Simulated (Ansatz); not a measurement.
Pulling the pair apart

The pair of Li⁺ (SMILES [Li+], atom 1) and OH⁻ (SMILES [OH-], atoms 2–3), both closed shells, in one local arrangement (a lower one may exist), relaxed at PBE0-D4/def2-TZVP:

```
3
angstrom
Li -0.0108 -0.0766 -1.3613
O 0.0016 0.0112 0.2072
H 0.0092 0.0654 1.1541
```

OH⁻ is shifted rigidly along the line between the mean atom positions of the two fragments (negative: closer). Counterpoise interaction energies in kcal/mol. Computed with Ansatz 0.2.0 (basis: def2-TZVPPD); correlated methods freeze the cores. The outer core shell of Li, Na, Mg and K is correlated. B3LYP uses VWN-RPA correlation.

```json
{"shift (Å)": "-0.16", "B3LYP-D4": "-181.84", "wB97M-V": "-180.49", "r2SCAN-D4": "-177.96"}
{"shift (Å)": "-0.08", "B3LYP-D4": "-187.25", "wB97M-V": "-186.06", "r2SCAN-D4": "-183.60"}
{"shift (Å)": "0.00", "B3LYP-D4": "-189.00", "wB97M-V": "-187.96", "r2SCAN-D4": "-185.57"}
{"shift (Å)": "0.08", "B3LYP-D4": "-188.24", "wB97M-V": "-187.33", "r2SCAN-D4": "-185.01"}
{"shift (Å)": "0.19", "B3LYP-D4": "-184.49", "wB97M-V": "-183.75", "r2SCAN-D4": "-181.51"}
{"shift (Å)": "0.39", "B3LYP-D4": "-173.38", "wB97M-V": "-172.86", "r2SCAN-D4": "-170.81"}
{"shift (Å)": "0.79", "B3LYP-D4": "-149.74", "wB97M-V": "-148.91", "r2SCAN-D4": "-147.35"}
{"shift (Å)": "1.57", "B3LYP-D4": "-113.01", "wB97M-V": "-111.52", "r2SCAN-D4": "-111.02"}
```

Problem. What does CCSD(T) give at these shifts? (Judge from chemistry; the value comes from the calculation.)

Solution. The calculation gives: -177.01, -182.85, -184.98, -184.55, -181.20, -170.66, -147.24, -110.53 kcal/mol. For zero shift, CCSD(T) at an estimated basis limit (MP2 extrapolated from triple and quadruple zeta, plus CCSD(T) − MP2 in triple zeta) gives -187.02 kcal/mol. These are counterpoise interaction energies, counted from the two frozen fragments.

T1 diagnostic: at most 0.023.

For scale, one of the runs: CCSD(T)/def2-TZVPPD, 79 basis functions, launched by `ansatz run in.yaml --threads 2 --pin off --events-out ev --progress --plain --max-ram 5222MiB`. The run took about 0.65 s on 2 CPU threads of an Intel Xeon 6975P-C (shared host).
